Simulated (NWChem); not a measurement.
System: CH$_{3}$BeBrS; SMILES [Br][Be][S]C

```xyz
7

Be     0.2461     0.3067     0.0003
Br    -0.2629    -1.5930    -0.0010
S      0.7640     2.1294     0.0016
C     -0.8778     3.0014     0.0028
H     -1.4542     2.7626    -0.8927
H     -0.6553     4.0702     0.0050
H     -1.4551     2.7590     0.8967
```
Atoms are numbered in this order, from 1.

Level: B3LYP/6-31G* (spherical d) (NWChem), optimised geometry, unscaled harmonic frequencies. This build's default masses of Se (78.918 u) and Br (79.917 u) are each other's, which moves their modes by up to 0.6 %.

### Question
List the harmonic frequencies with IR intensities, and the thermochemistry.

### Answer
```
frequency (cm⁻¹)  IR intensity (km/mol)
----------------  ---------------------
69                                  0.0
86                                  4.8
223                                24.2
283                                10.5
339                                 8.9
678                                 7.7
983                                 5.8
994                               114.6
1020                              270.9
1391                               17.0
1511                                7.0
1515                                6.9
3083                               23.3
3172                                3.4
3174                                6.2
```

The zero-point energy is 26.5 kcal/mol and the thermal correction to the enthalpy at 298.15 K (with zero-point energy) comes out as 30.8 kcal/mol. The heat capacity Cv is 17.3 cal/(mol K) and the entropy at 298.15 K and 1 atm (symmetry number 1) is 81.4 cal/(mol K). The dipole moment comes out as 1.87 D.

Rigid rotor and harmonic oscillator; modes under 100 cm⁻¹ make the entropy uncertain.
